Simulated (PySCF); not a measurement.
Core binding energy against partial charge

Compound: C5H3NOS.
Geometry (PBE0-D3(BJ)/def2-SVP, Å), atoms numbered from 1 in this order:
```xyz
11
C5H3NOS angstrom
N      3.4961    1.1472   -0.9365
C      2.8834    0.4313   -0.2574
S      2.0759   -0.6522    0.7774
C      0.4112   -0.3113    0.3778
C     -0.4817   -0.9966   -0.3993
C     -1.7144   -0.2910   -0.2853
C     -1.4655    0.7617    0.5486
O     -0.1877    0.7524    0.9599
H     -0.2686   -1.8896   -0.9819
H     -2.6614   -0.5309   -0.7632
H     -2.0835    1.5726    0.9261
```

Binding energies: PySCF, delta-SCF UKS SCAN, pcX-2 on the ionised atom, pcseg-1 elsewhere, spin-free X2C. Charges: PBE0/pcSseg-1 ground-state density, for the ionised atom.

| atom | environment | C 1s (eV) | Mulliken (e) | IAO (e) | Hirshfeld (e) | ESP (e) |
| --- | --- | --- | --- | --- | --- | --- |
| C6 | aromatic CH carbon | 291.13 | -0.156 | -0.215 | -0.078 | -0.310 |
| C5 | aromatic CH carbon | 291.22 | -0.098 | -0.186 | -0.069 | -0.054 |
| C2 | cyano carbon | 292.29 | +0.019 | -0.043 | +0.026 | +0.285 |
| C7 | aromatic CH next to a ring oxygen | 292.29 | +0.168 | +0.029 | +0.028 | +0.023 |
| C4 | substituted aromatic carbon | 292.74 | +0.028 | +0.002 | +0.025 | +0.095 |

Q: Give the correlation coefficient and slope of binding energy on charge for each scheme.

A: Hirshfeld: r = 0.96, slope 12.6 eV per e; IAO: r = 0.95, slope 6.1 eV per e; Mulliken: r = 0.79, slope 4.5 eV per e; ESP: r = 0.76, slope 2.5 eV per e. On 5 points no scheme stands out.

Q: The point-charge model writes a binding energy as kq + V + constant, with V the potential of the other atoms' charges at the site. What does it give with the ESP charges?

A: V = Σ 14.40 eV Å × q/r over all other atoms: +3.76 eV at C6, +0.66 eV at C5, -4.57 eV at C2, -0.65 eV at C7, -1.52 eV at C4. Fitting binding energy − V to q gives k = 16.5 eV per e and leaves an rms residual of 0.45 eV, against 0.42 eV for the fit on q alone. The model has no term for differences in relaxation between sites.

The structure is a single PBE0-D3(BJ)/def2-SVP conformer in the gas phase; no vibrational or solvent corrections.
